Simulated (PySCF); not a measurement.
# How methods differ on the ionisation energy of Tl

Tl [Xe] 4f14 5d10 6s2 6p1 (2P) → Tl⁺ [Xe] 4f14 5d10 6s2 (1S), as a difference of total energies. Calculation: PySCF 2.14, in x2c-TZVPPall (11s7p6d3f, 83 functions); scalar relativity by spin-free X2C-1e. Correlated levels: valence: [Xe] 4f14 5d10 frozen; valence and next inner shell: [Kr] 4d10 4f14 frozen. The calculations carry no spin-orbit coupling.

| method | ionisation energy (eV) | plus first-order spin-orbit estimate | error of that sum (eV) |
| --- | --- | --- | --- |
| UHF | 5.002 | 5.539 | -0.569 |
| LDA | 5.573 | 6.110 | +0.002 |
| PBE | 5.417 | 5.954 | -0.154 |
| PBE0 | 5.435 | 5.972 | -0.136 |
| r2SCAN | 5.497 | 6.033 | -0.075 |
| BLYP | 5.341 | 5.878 | -0.230 |
| TPSS | 5.329 | 5.866 | -0.242 |
| M06 | 5.188 | 5.725 | -0.383 |
| MP2 (valence) | 5.169 | 5.705 | -0.403 |
| SCS-MP2 (valence) | 5.150 | 5.687 | -0.421 |
| MP2 (valence and next inner shell) | 5.266 | 5.802 | -0.306 |
| SCS-MP2 (valence and next inner shell) | 5.179 | 5.716 | -0.392 |

Reference: 6.108 eV (measured; NIST Atomic Spectra Database, ionization energies).

A first-order spin-orbit estimate (lowest level to lowest level, LS coupling) adds 0.537 eV.

Errors of the correlated levels include the incompleteness of this basis and the frozen core.
